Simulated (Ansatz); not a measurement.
H2Se2 (SMILES [SeH][SeH]) moved off its minimum; all values from Ansatz (a quantum-chemistry and plane-wave program), cores frozen in correlated methods.
(charge 0, multiplicity 1)
```xyz
4

Se     0.31178    -0.95067     0.58374
H     -0.22894    -1.90927    -0.25197
Se    -0.23739     0.97025    -0.63748
H     -1.60546     1.17035    -0.14495
```

Question: Give the forces (eV/Å), the total energy and the dipole at CCSD(T)/aug-cc-pVTZ.

Answer: 
| atom | Fx | Fy | Fz |
|---|---|---|---|
| Se1 | 0.989 | 1.575 | 1.804 |
| H2 | -1.000 | -1.583 | -1.636 |
| Se3 | 0.136 | 0.082 | -0.326 |
| H4 | -0.125 | -0.075 | 0.158 |
Energy -4801.3169 hartree, dipole 0.85 D.
